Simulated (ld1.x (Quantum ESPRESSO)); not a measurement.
**What one change does to a pseudopotential (Pb, TM)**

lead, norm-conserving Troullier–Martins (Kleinman–Bylander form), made with ld1.x (Quantum ESPRESSO) 7.5 (PBE, scalar-relativistic). Core [Xe] 4f14 5d10, reference 6s1.5 6p2.5. Waves: 6s (bound): rc 1.90 bohr; 6p (bound): rc 2.90 bohr. Local part: all-electron potential smoothed inside 1.80 bohr (lloc = -1). Core correction: none.

Change: functional LDA (PZ).

Cutoffs: the cutoffs (Ry, on a coarse ladder) from which the occupation-weighted sum of valence levels, in a spherical-Bessel basis at the reference potential, stays within 10 and 1 mRy of its value at 400 Ry; they do not see the model core or the augmentation charge, which bear on the density cutoff. Errors are all-electron minus pseudo energies relative to the spin-unpolarised reference configuration.

Question: How do hardness, ghosts and transferability respond?

Answer: The potential gets neither clearly harder nor softer (21 Ry and 30 Ry → 21 Ry and 30 Ry); both files keep a bound ghost (d, s); the number of tests with a reliable result goes from 7 to 9; of the 7 tests that both files solve, the error grows in 1 and shrinks in 3 by more than 15 % and 0.3 meV (median size 34.2 → 23.2 meV).

```csv
quantity,base,changed
"cutoff, loose",21 Ry,21 Ry
"cutoff, tight",30 Ry,30 Ry
bound ghosts,"s, d","s, d"
"error for 6s2 6p2, meV [ΔE -4.32 → -4.36 eV]",+7.6,+6.6
"error for 6s2 6p1, meV [ΔE 2.26 → 2.47 eV]",+34,+23
"error for 6s2 6p0, meV [ΔE 15.70 → 16.24 eV]",+118,+82
"error for 6s0 6p4, meV [ΔE 13.51 → 13.68 eV]",+98,+85
"error for 6s1 6p0, meV [ΔE 48.11 → 49.11 eV]",+169,+252
"error for 6s2 6p1.5, meV [ΔE -1.83 → -1.75 eV]",+16,+11
"error for 6s1 6p3, meV [ΔE 4.42 → 4.46 eV]",+7.3,+6.7
s: phases at 3.16 bohr within 0.05 rad from the reference energy up to (Ry; the scan ends near 5),1.7,1.7
p: phases at 3.16 bohr within 0.05 rad from the reference energy up to (Ry; the scan ends near 5),0.4,0.4
```

 A true bound ghost makes a file unfit for plane-wave use even where its test errors are small: the radial tests pick states by their node count and pass the ghost by.
